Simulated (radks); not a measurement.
The numbers below are computed, except where a source is named.
How relativity changes the ionisation of the platinum ion Pt2+ ([Xe] 4f14 5d8) to Pt3+ ([Xe] 4f14 5d7). Spin-unpolarised spherical Kohn-Sham, PBE, point nucleus unless stated (finite: rms radius 5.427 fm), a radial shooting solver on a logarithmic mesh with Libxc functionals. A level marked "c x" has the speed of light scaled by that factor and shares open shells by 2j + 1; other Dirac levels either fill j = l - 1/2 first or share by 2j + 1.

| level | E(Pt2+) (hartree) | E(Pt3+) (hartree) | IE (eV) | HOMO | <r> HOMO (bohr) |
|---|---|---|---|---|---|
| non-rel. | -17333.7732 | -17332.5569 | 33.098 | 5d | 1.531 |
| scalar-rel. | -18412.4442 | -18411.2603 | 32.217 | 5d | 1.557 |
| scalar-rel., finite nucleus | -18408.6082 | -18407.4243 | 32.218 | 5d | 1.557 |
| Dirac, 2j+1 shares | -18445.6856 | -18444.5018 | 32.214 | 5d5/2 | 1.581 |
| Dirac, low j first | -18445.7297 | -18444.5741 | 31.448 | 5d5/2 | 1.583 |
| Dirac, 2j+1 shares, finite nucleus | -18441.8073 | -18440.6234 | 32.215 | 5d5/2 | 1.581 |
| Dirac, c x 2 | -17576.8990 | -17575.6912 | 32.865 | 5d5/2 | 1.543 |
| Dirac, c x 3 | -17439.5030 | -17438.2906 | 32.993 | 5d5/2 | 1.537 |
| Dirac, c x 10 | -17343.1439 | -17341.9279 | 33.088 | 5d5/2 | 1.532 |

NIST Atomic Spectra Database: 29 eV (theoretical). The relativistic part of the total energy of Pt2+ is -1108 hartree (Dirac, 2j+1 shares, finite nucleus), 6.4 % of the non-relativistic value. Spin polarisation and multiplet splitting of open shells are left out at every level.

Beside tabulated values, note that relativity, absent from the non-relativistic runs, is large for the heavy elements, and spin-unpolarised runs miss the spin-polarisation part of the exchange energy of open shells.
